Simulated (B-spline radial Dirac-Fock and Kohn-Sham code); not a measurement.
## EELS cross sections of the Lu N5 (4d5/2) edge

System: the free lutetium atom in the configuration [Xe] 4f14 5d1 6s2. Model: the first Born approximation with generalised oscillator strengths from a Dirac-Hartree-Slater potential (longitudinal and transverse terms; continuum final states only, so no white lines or fine structure). Program: a B-spline atomic structure program. The edge is taken at 196.3 eV (tabulated value).

Input file task.json (cfg lists n, l and occupation; rrms is the nuclear radius in fm):

```json
{"items": [{
  "Z": 71,
  "q": 0,
  "cfg": [[1, 0, 2], [2, 0, 2], [2, 1, 6], [3, 0, 2], [3, 1, 6], [3, 2, 10], [4, 0, 2], [4, 1, 6], [4, 2, 10], [4, 3, 14], [5, 0, 2], [5, 1, 6], [5, 2, 1], [6, 0, 2]],
  "A": 175,
  "rrms": 5.37,
  "do": "eels",
  "beams": [[60, 10], [60, 100], [80, 10], [80, 100], [100, 5], [100, 20], [100, 100], [120, 5], [120, 10], [120, 20], [200, 10], [200, 50], [200, 100], [300, 50]],
  "edges": {"N5": 196.3}
}]}
```

Run with: `python xray2_run.py task.json out`

Partial cross sections σ(β, Δ) in barn, integrated over a window Δ above the edge and up to the collection semi-angle β, for parallel illumination:

| E₀ (kV) | β (mrad) | Δ = 25 eV | Δ = 50 eV | Δ = 100 eV | Δ = 200 eV | Δ = 300 eV |
| --- | --- | --- | --- | --- | --- | --- |
| 60 | 10 | 2220 | 3680 | 5040 | 7490 | 9660 |
| 60 | 100 | 5580 | 10100 | 15600 | 25200 | 34300 |
| 80 | 10 | 2050 | 3410 | 4690 | 7050 | 9200 |
| 80 | 100 | 4540 | 8210 | 12700 | 20500 | 28000 |
| 100 | 5 | 1270 | 2100 | 2840 | 4180 | 5360 |
| 100 | 20 | ? | ? | ? | ? | ? |
| 100 | 100 | 3890 | 7040 | 10900 | 17600 | 24000 |
| 120 | 5 | 1240 | 2050 | 2790 | 4140 | 5340 |
| 120 | 10 | 1820 | 3060 | 4240 | 6450 | 8510 |
| 120 | 20 | 2590 | 4440 | 6350 | 9820 | 13000 |
| 200 | 10 | 1620 | 2730 | 3830 | 5900 | 7850 |
| 200 | 50 | 2560 | 4600 | 7050 | 11400 | 15600 |
| 200 | 100 | 2580 | 4640 | 7140 | 11600 | 15800 |
| 300 | 50 | 2130 | 3840 | 5870 | 9520 | 13000 |

Q: Give the row for 100 kV and 20 mrad.

A: 2770 b for 25 eV, 4720 b for 50 eV, 6710 b for 100 eV, 10300 b for 200 eV, 13700 b for 300 eV.

Values without a named source are computed, but for edge energies of neutral atoms, which are taken from tables.
